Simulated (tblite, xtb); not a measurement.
Cl2Zn, triplet, at a GFN2-xTB geometry (such geometries of metal compounds can be far from the true shape) (a higher spin typed on purpose: for a closed-shell molecule this is an excited state). Base run: GFN1-xTB run with xtb 6.7.1.

Here is a job for xtb.
```
$ xtb mol.xyz --gfn 1 --uhf 2 --json

# file mol.xyz
3

Zn     0.26286815     0.91445661     0.50646119
Cl     0.72550465    -0.58604969    -1.34253574
Cl    -1.18938961    -1.02769727     0.44878070
```

Programs used: tblite, xtb; a row that names a program was run with it.

The base run was repeated with changes; each row names its change, and settings that it needs were set with it.

```
change                                                     ΔE vs base (kcal/mol)  dipole (D)  G_solv (kcal/mol)  SCF cycles
---------------------------------------------------------  ---------------------  ----------  -----------------  ----------
base                                                                       0.000        3.17                  -           8
gbsa = toluene                                                             -9.53        3.68              -9.90           7
alpb = chcl3                                                               -5.51        3.63              -5.81           7
program = tblite; method = gfn1; option = --grad                           0.000           -                  -           -
etemp = 3000                                                               -1.78        3.16                  -           8
program = tblite; method = gfn1; option = (--etemp, 2000)                 -0.397           -                  -           -
program = tblite; method = gfn1; option = (--alpb, water)                  -5.37           -                  -           -
acc = 30                                                                   0.000        3.17                  -           6
acc = 1000                                                                 0.000        3.17                  -           5
```

ALPB and GBSA are two models with their own fitted parameters for each solvent, which aren't always the measured dielectric constant.
